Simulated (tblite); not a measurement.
Compound: C₆H₆BF.
Atom-mapped SMILES: `[BH2:1][C@@:2]12[CH:3]=[CH:4][C@@H:5]1[C:6]([F:7])=[CH:8]2` (hydrogens: H9, H10 on B1; H11 on C3; H12 on C4; H13 on C5; H14 on C8)

Computed with GFN2-xTB (tblite), gas phase: L-BFGS steps from a force-field or distance-geometry start until the largest atomic force falls under 0.01 eV/Å.

At the end of the run (lengths in Å): C2–C5 1.600, C4–C5 1.509, C2–C8 1.523, C2–C3 1.518, C5–H13 1.084, C5–C6 1.497, B1–H10 1.168, B1–C2–C5 115.2°, C5–C6–C8 97.4°, C5–C6–F7 127.9°, C2–C5–C6 83.9°, B1–C2–C3–C4 115°, C2–C3–C4–C5 1°, C3–C4–C5–C6 80°, H9–B1–C2–C3 -9°, H11–C3–C2–B1 -65°.

Question: These geometries were met on the way; a selection of coordinates is given. Order them by energy above the end point, lowest first.
A. C2–C5 1.475, C4–C5 1.459, C2–C8 1.476, C2–C3 1.473, C5–H13 1.108, C5–C6 1.457, B1–H10 1.200, B1–C2–C5 121.2°, C5–C6–C8 89.7°, C5–C6–F7 134.9°, C2–C5–C6 90.8°, B1–C2–C3–C4 125°, C2–C3–C4–C5 -2°, C3–C4–C5–C6 92°, H9–B1–C2–C3 56°, H11–C3–C2–B1 -57°
B. C2–C5 1.572, C4–C5 1.514, C2–C8 1.533, C2–C3 1.519, C5–H13 1.082, C5–C6 1.497, B1–H10 1.167, B1–C2–C5 126.9°, C5–C6–C8 97.0°, C5–C6–F7 128.7°, C2–C5–C6 84.6°, B1–C2–C3–C4 130°, C2–C3–C4–C5 2°, C3–C4–C5–C6 80°, H9–B1–C2–C3 48°, H11–C3–C2–B1 -52°
C. C2–C5 1.567, C4–C5 1.519, C2–C8 1.538, C2–C3 1.527, C5–H13 1.081, C5–C6 1.500, B1–H10 1.173, B1–C2–C5 123.8°, C5–C6–C8 97.1°, C5–C6–F7 128.8°, C2–C5–C6 84.7°, B1–C2–C3–C4 126°, C2–C3–C4–C5 1°, C3–C4–C5–C6 81°, H9–B1–C2–C3 52°, H11–C3–C2–B1 -51°
D. C2–C5 1.563, C4–C5 1.507, C2–C8 1.531, C2–C3 1.527, C5–H13 1.090, C5–C6 1.493, B1–H10 1.168, B1–C2–C5 122.8°, C5–C6–C8 95.4°, C5–C6–F7 129.4°, C2–C5–C6 86.2°, B1–C2–C3–C4 125°, C2–C3–C4–C5 0°, C3–C4–C5–C6 84°, H9–B1–C2–C3 54°, H11–C3–C2–B1 -53°
E. C2–C5 1.566, C4–C5 1.511, C2–C8 1.530, C2–C3 1.524, C5–H13 1.040, C5–C6 1.500, B1–H10 1.185, B1–C2–C5 120.7°, C5–C6–C8 93.8°, C5–C6–F7 130.8°, C2–C5–C6 87.2°, B1–C2–C3–C4 124°, C2–C3–C4–C5 -2°, C3–C4–C5–C6 87°, H9–B1–C2–C3 57°, H11–C3–C2–B1 -56°

Answer: B (0.051 eV), C (0.085 eV), D (0.143 eV), E (0.248 eV), A (0.683 eV).

```csv
step,E above end (eV),"rms distance from the end, all atoms (Å)",largest force (eV/Å),rms shift of all bonds from the end (Å)
23,0.051,0.417,0.077,0.008
7,0.085,0.428,0.361,0.011
3,0.143,0.428,0.639,0.013
1,0.248,0.430,1.647,0.017
0,0.683,0.433,5.331,0.044
```

Rows stand in the order of the answer.
